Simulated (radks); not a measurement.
The numbers below are computed, except where a source is named.
Species: Ni19+. Configuration: [He] 2s2 2p5. Level of theory: Dirac Kohn-Sham, PBE, spin-unpolarised, spherical densities, finite nucleus; open shells fill j = l - 1/2 first; Fermi nuclear charge, rms radius 3.7757 fm (a radial shooting solver on a logarithmic mesh with Libxc functionals).

Normalised radial functions P(r) = r R(r) (large component), r in bohr:

| r | 2p1/2 |
|---|---|
| 0.00539 | 0.0236 |
| 0.006029 | 0.0286 |
| 0.006744 | 0.0348 |
| 0.007483 | 0.0417 |
| 0.00837 | 0.0507 |
| 0.009362 | 0.0616 |
| 0.01047 | 0.0749 |
| 0.01162 | 0.0897 |
| 0.013 | 0.1088 |
| 0.01454 | 0.1317 |
| 0.01626 | 0.1593 |
| 0.01819 | 0.1923 |
| 0.02018 | 0.2286 |
| 0.02257 | 0.2745 |
| 0.02525 | 0.3287 |
| 0.02824 | 0.3920 |
| 0.03158 | 0.4657 |
| 0.03505 | 0.5440 |
| 0.0392 | 0.6399 |
| 0.04384 | 0.7482 |
| 0.04904 | 0.8688 |
| 0.05485 | 1.0014 |
| 0.06086 | 1.1340 |
| 0.06808 | 1.2848 |
| 0.07614 | 1.4406 |
| 0.08517 | 1.5969 |
| 0.09526 | 1.7478 |
| 0.1057 | 1.8767 |
| 0.1182 | 1.9960 |
| 0.1322 | 2.0865 |
| 0.1479 | 2.1396 |
| 0.1654 | 2.1478 |
| 0.1836 | 2.1104 |
| 0.2053 | 2.0195 |
| 0.2297 | 1.8777 |
| 0.2569 | 1.6908 |
| 0.2873 | 1.4693 |
| 0.3188 | 1.2451 |
| 0.3566 | 0.9987 |
| 0.3989 | 0.7632 |
| 0.4461 | 0.5525 |
| 0.495 | 0.3878 |
| 0.5537 | 0.2481 |
| 0.6193 | 0.1471 |
| 0.6927 | 0.0801 |
| 0.7748 | 0.0397 |
| 0.8597 | 0.0188 |
| 0.9616 | 0.0075 |
| 1.076 | 0.0026 |
| 1.203 | 0.0008 |
| 1.346 | 0.0002 |
| 1.493 | 0.0000 |
| 1.67 | 0.0000 |
| 1.868 | 0.0000 |

2p1/2: eigenvalue -1615.1 eV, 0 radial nodes, <r> = 0.205 bohr, 90 % of the charge inside 0.334 bohr.
